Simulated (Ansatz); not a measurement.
`F[Si]N([SiH3])[SiH3]` + `CNC` → `CN(C)[Si]F` + `[SiH3]N[SiH3]` at 600 K and 1 bar (ligand exchange at the Si–N bond).

Isolated molecules relaxed with PBE0-D4/def2-TZVP in Ansatz; ΔE leaves out vibrations. CCSD(T)/CBS adds triple-zeta CCSD(T) − MP2 to the extrapolated MP2 energy (def2 sets, frozen cores). This one scheme is used for every species. Each species was taken in one conformer, which may not be the lowest.

```csv
species,CCSD(T)/CBS energy (Eh),H − E (kJ/mol),S (J/(mol·K))
`F[Si]N([SiH3])[SiH3]`,-1025.44155,228.8,481.6
`CNC`,-135.00321,284.6,333.5
`CN(C)[Si]F`,-523.34250,282.3,415.4
`[SiH3]N[SiH3]`,-637.10515,230.1,420.5
```

H − E and S are ideal-gas, rigid-rotor, harmonic terms from PBE0-D4/def2-TZVP, for one conformer and one mirror image of each species. 1 Eh = 2625.50 kJ/mol, R = 8.31446 J/(mol·K).

Question: By hand: ΔE, ΔH, ΔS and ΔG.

Answer: ΔE = (-523.34250) + (-637.10515) − (-1025.44155) − (-135.00321) = -0.00289 Eh = -7.6 kJ/mol. Δ(H − E) = 282.3 + 230.1 − 228.8 − 284.6 = -1.0, so ΔH = -8.6 kJ/mol. ΔS = 415.4 + 420.5 − 481.6 − 333.5 = 20.8 J/(mol·K). ΔG = -8.6 − 600 × (20.8)/1000 = -21.1 kJ/mol.

Question: By hand: the equilibrium constant, and the temperature at which ΔG would vanish if ΔH and ΔS stayed fixed.

Answer: log₁₀ K = −ΔG/(RT ln 10) = 1.8. ΔH and −TΔS have one sign here, so there is no such temperature.

TΔS isn't small against ΔH here. A doubt of 5 kJ/mol in ΔE shifts log₁₀ K by 0.4 here. Other conformers and mirror images would add mixing entropy, several J/(mol·K) or more a flexible species. Modes under 60 cm⁻¹, often nearly free rotors, make the harmonic entropy too high. These are equilibria of isolated gas molecules and say nothing of rates. Largest T1 diagnostic: 0.014 (customary marks: 0.02 for closed shells, 0.045 for open ones).
